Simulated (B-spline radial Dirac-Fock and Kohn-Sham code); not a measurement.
Auger parameter of cadmium: the K level and its strongest K-LL line

Level of theory: Dirac-Fock ΔSCF + Breit + QED; a radial B-spline solver. The modified Auger parameter α′ is the binding energy plus the kinetic energy of the Auger electron; it does not depend on the energy zero. For free ions it tends to fall with charge, since less charge screens the final holes.

| species | configuration | binding 1s (eV) | Auger line | kinetic (eV) | α′ (eV) |
| --- | --- | --- | --- | --- | --- |
| Cd | [Kr] 4d10 5s2 | 26718.0 | L2L3 J=2 | 19295.8 | 46013.8 |
| Cd | [Kr] 4d9 5s2 5p1 | 26725.6 | L2L3 J=2 | 19286.7 | 46012.2 |
| Cd⁺ | [Kr] 4d10 5s1 | 26727.4 | L2L3 J=2 | 19284.8 | 46012.3 |
| Cd⁺ (Watson 2.7 Å) | [Kr] 4d10 5s1 | 26722.1 | L2L3 J=2 | 19290.1 | 46012.3 |
| Cd²⁺ | [Kr] 4d10 | 26738.3 | L2L3 J=2 | 19272.8 | 46011.1 |
| Cd²⁺ | [Kr] 4d9 5p1 | 26746.4 | L2L3 J=2 | 19263.2 | 46009.6 |
| Cd²⁺ | [Kr] 4d9 5s1 | 26744.9 | L2L3 J=2 | 19264.5 | 46009.4 |
| Cd²⁺ (Watson 2.4 Å) | [Kr] 4d10 | 26726.3 | L2L3 J=2 | 19284.8 | 46011.1 |
| Cd²⁺ (Watson 2.7 Å) | [Kr] 4d10 | 26727.6 | L2L3 J=2 | 19283.5 | 46011.1 |
| Cd³⁺ | [Kr] 4d9 | 26757.0 | L2L3 J=2 | 19251.4 | 46008.5 |
| Cd⁴⁺ | [Kr] 4d8 | 26777.5 | L2L3 J=2 | 19228.4 | 46005.9 |
| Cd⁵⁺ | [Kr] 4d7 | 26799.5 | L2L3 J=2 | 19203.9 | 46003.4 |
| Cd⁶⁺ | [Kr] 4d6 | 26823.0 | L2L3 J=2 | 19178.0 | 46001.0 |
| Cd⁷⁺ | [Kr] 4d5 | 26848.0 | L2L3 J=2 | 19150.6 | 45998.6 |

Values without a named source are computed, but for edge energies of neutral atoms, which are taken from tables.
